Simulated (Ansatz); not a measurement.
Ansatz (a first-principles code) input file for O₄Rh, SMILES [O]=[Rh+](=[O])(=[O])=[O], charge +1, multiplicity 1, PBE0/def2-SVPD. The structure is a stationary point at B3LYP-D3(BJ)/def2-SVP. The multiplicity is an assumed one; other spin states were not compared. The def2 effective core potentials stand for the cores of Rh; spin–orbit coupling is left out.

Ansatz 0.2 input:
```yaml
crystal:
  periodic: [false, false, false]
  atoms:
    - {symbol: Rh, position_ang: [0.00000000, -0.00000000, 0.00000000]}
    - {symbol: O, position_ang: [0.97157987, 0.97157987, 0.97157987]}
    - {symbol: O, position_ang: [-0.97157986, 0.97157986, -0.97157986]}
    - {symbol: O, position_ang: [-0.97157987, -0.97157986, 0.97157986]}
    - {symbol: O, position_ang: [0.97157986, -0.97157987, -0.97157987]}
basis:
  gaussian:
    orbitals: def2-SVPD
hamiltonian:
  xc: {name: PBE0}
total_charge: 1
```

Log of the run:

```
WARN ansatz: RAYON_NUM_THREADS=1 ignored (pool sized by the plan → 1); use --threads N
Functional definition: PBE0
integrals: 0.05 GiB planned
1091 factors; their error is unknown
mean field: 0.50 GiB planned
mean field evaluation 1: about -11137.9625 eV, gradient 1.3e2 eV
mean field evaluation 2: about -11023.8760 eV, gradient 2.5e2 eV
mean field evaluation 4: about -11161.5838 eV, gradient 1.5e1 eV
mean field evaluation 8: about -11162.1302 eV, gradient 1.7e-1 eV
mean field evaluation 16: about -11162.1303 eV, gradient 1.2e-4 eV
mean field -11162.13029464 eV, -410.2007223644 hartree, gradient 1.3e-5 eV, S^2 0.000000; 0 other end points of the search recorded, 0 dependent functions left out
reference -11162.13033555 eV, -410.2007238677 hartree; 24, 24 occupied and 102, 102 virtual orbitals, 1091 factors
Total energy: -11162.13033555 eV, -410.2007238677 hartree
```

The calculation finished and met its thresholds.
